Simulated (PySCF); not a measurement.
Coordinates in bohr (charge 0 multiplicity 1):
```
Cu   -1.2960    0.0000    1.7883
Cu    1.2960    0.0000   -1.7883
O     2.0855    0.0000    1.5114
O    -2.0855    0.0000   -1.5114
```

Computed with PBE0 in PySCF with Cu def2-TZVP, O def2-TZVP; no relativity; density-fitted integrals.

This geometry of Cu₂O₂ is a stationary point at this level.

(1) What is the point group?

(2) Is it a minimum?

(3) What are the dipole moment and the gap between the highest occupied and lowest empty levels?

(4) Give the ideal-gas entropy at 298.15 K and 1 bar by parts.

## Answers

(1) D2h.

(2) Yes: all harmonic wavenumbers are real.

(3) 0.00 D and 3.13 eV.

(4) translation 172.0, rotation 98.0, vibration 25.9, spin 0.0; total 295.8 J/(mol K).

Other isomers or separated fragments may lie lower. At this level a broken-symmetry Ms = 0 minimum of D2h symmetry lies 4 kJ/mol below this structure.
